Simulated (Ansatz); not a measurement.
`[NH2][SbH][SiH3]` → `[NH2][SbH2]` + `[SiH2]` at 400 K and 1 bar (silylene loss).

Isolated molecules relaxed with PBE0-D4/def2-TZVP in Ansatz; ΔE leaves out vibrations. CCSD(T)/CBS adds triple-zeta CCSD(T) − MP2 to the extrapolated MP2 energy (def2 sets, frozen cores). This one scheme is used for every species. Elements past krypton have def2 core potentials. For Sb outer-core shells are correlated without core-valence functions, which leaves a few kJ/mol of doubt a bond. One conformer a species, not always the lowest.

| species | CCSD(T)/CBS energy (Eh) | H − E (kJ/mol) | S (J/(mol·K)) |
| --- | --- | --- | --- |
| `[NH2][SbH][SiH3]` | -587.39549 | 180.8 | 375.7 |
| `[NH2][SbH2]` | -297.10356 | 122.5 | 298.1 |
| `[SiH2]` | -290.19011 | 44.2 | 218.1 |

H − E and S are ideal-gas, rigid-rotor, harmonic terms from PBE0-D4/def2-TZVP, for one conformer and one mirror image of each species. 1 Eh = 2625.50 kJ/mol, R = 8.31446 J/(mol·K).

Q: By hand: ΔE, ΔH, ΔS and ΔG.

A: ΔE = (-297.10356) + (-290.19011) − (-587.39549) = 0.10182 Eh = 267.3 kJ/mol. Δ(H − E) = 122.5 + 44.2 − 180.8 = -14.1, so ΔH = 253.2 kJ/mol. ΔS = 298.1 + 218.1 − 375.7 = 140.5 J/(mol·K). ΔG = 253.2 − 400 × (140.5)/1000 = 197.0 kJ/mol.

Q: By hand: the equilibrium constant, and the temperature at which ΔG would vanish if ΔH and ΔS stayed fixed.

A: log₁₀ K = −ΔG/(RT ln 10) = -25.7. ΔG = 0 at ΔH/ΔS = 1802 K.

The number of gas molecules changes by +1, which sets the sign of ΔS. A doubt of 5 kJ/mol in ΔE shifts log₁₀ K by 0.7 here. Other conformers and mirror images would add mixing entropy, several J/(mol·K) or more a flexible species. These are equilibria of isolated gas molecules and say nothing of rates. Largest T1 diagnostic: 0.014 (customary marks: 0.02 for closed shells, 0.045 for open ones).
